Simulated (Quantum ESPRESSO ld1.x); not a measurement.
Results of a calculation; reference values are marked as such.
One sound ld1.x (Quantum ESPRESSO 7.5) input for the iodine ion I3+ gives E = -7108.4014 hartree in 31 iterations:

```
 &input
    zed=53.0,
    iswitch=1,
    rel=1,
    lsd=1,
    dft='PW',
    config='[Kr] 4d10 5s2 5p2',
    prefix='ld1',
    max_out_wfc=37,
    file_charge='ld1.rho',
 /
```

Changed or added lines, one case at a time, and what came of them:

- beta=0.95: harmless. The Broyden-type mixing copes: 11 iterations against 31, same energy.
- dft='HF': refused. The program stops in ld1_setup with "HF not implemented yet": ld1.x has no Hartree-Fock; KLI and OEP are its exact-exchange options.
- atom='I': harmless. atom and zed name the same element, and the result equals that of the sound run.
- dft='PBE': silently wrong. The run ends normally, but in this build (ld1.x 7.5) Etot and Exc of a spin-polarised run lack the gradient corrections of exchange and correlation and come out near their LSDA values (nitrogen, PBE: -54.132 hartree against -54.536 from two other codes). The eigenvalues and orbitals are those of the GGA; the energies must not be used.
- rel=2 cau_fact=38.37 (without lsd): crashed. The program stops in dirsol with "no classical turning point found": with c below Z the Dirac equation of a point nucleus has no 1s solution.
- zed=-3.0: refused. The program stops in ld1_readin with "wrong nuclear charge zed:  -3.00": zed must lie above 0 and at most 103.
- config='[Kr] 4d10 5s2 5p2 6d-1': harmless. A negative occupation marks a state as unused; the result equals that of the sound run.
